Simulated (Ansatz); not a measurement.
Cartesian coordinates (Å):
SMILES: [SiH3]/C=C\C=C/Cl
```xyz
13

Si     2.1704    -0.2111     0.3109
C      0.9061     0.8807    -0.5168
C     -0.4187     0.7141    -0.5082
C     -1.1056    -0.3717     0.1634
C     -2.4160    -0.5747     0.1944
Cl    -3.5804     0.4379    -0.5772
H      2.1631    -1.5761    -0.2628
H      1.9094    -0.3334     1.7632
H      3.5107     0.3796     0.1150
H      1.2828     1.7396    -1.0632
H     -1.0523     1.4221    -1.0308
H     -0.5055    -1.0995     0.6985
H     -2.8639    -1.4077     0.7137
```
Charge 0, multiplicity 1.

Computed with Ansatz (a quantum-chemistry and plane-wave program) with frozen-core CCSD(T)/cc-pVTZ // CAM-B3LYP-D3(BJ)/def2-TZVP. The restricted HF reference is unstable towards unrestricted orbitals.

```json
{
 "HF energy": "-904.02087 Ha",
 "MP2 correlation energy": "-0.95555 Ha"
}
```

Question: Estimate the CCSD correlation energy, the (T) correction, the total energy and the T1 diagnostic.

Answer: 
The CCSD correlation energy comes out as -1.01558 Ha and the (T) correction is -0.04790 Ha. The CCSD(T) total energy is -905.08435 Ha and the T1 diagnostic is 0.012.
